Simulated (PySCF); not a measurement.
**Ga: ionisation energy**

Ga [Ar] 3d10 4s2 4p1 (2P) → Ga⁺ [Ar] 3d10 4s2 (1S), as a difference of total energies. All numbers are calculated (PySCF 2.14, scalar relativity by spin-free X2C-1e, in x2c-QZVPPall (11s7p5d4f1g, 94 functions)). Correlated levels: valence: [Ar] 3d10 frozen; valence and next inner shell: [Ne] frozen. The calculations carry no spin-orbit coupling.

| method | ionisation energy (eV) |
| --- | --- |
| UHF | 5.529 |
| LDA | 6.046 |
| PBE | 5.963 |
| PBE0 | 5.983 |
| r2SCAN | 6.110 |
| PW91 | 6.016 |
| B3LYP | 5.996 |
| M06 | 5.747 |
| r2SCAN0 | 6.100 |
| MP2 (valence) | 5.759 |
| SCS-MP2 (valence) | 5.743 |
| MP2 (valence and next inner shell) | 5.831 |
| SCS-MP2 (valence and next inner shell) | 5.782 |

Task: How much does correlation contribute at MP2 (valence and next inner shell)?

Result: 5.831 − (5.529) = 0.302 eV, measured against UHF.

Errors of the correlated levels include the incompleteness of this basis and the frozen core.

For comparison: 5.931 eV (measured; NIST levels, between the centres of gravity of the two terms).
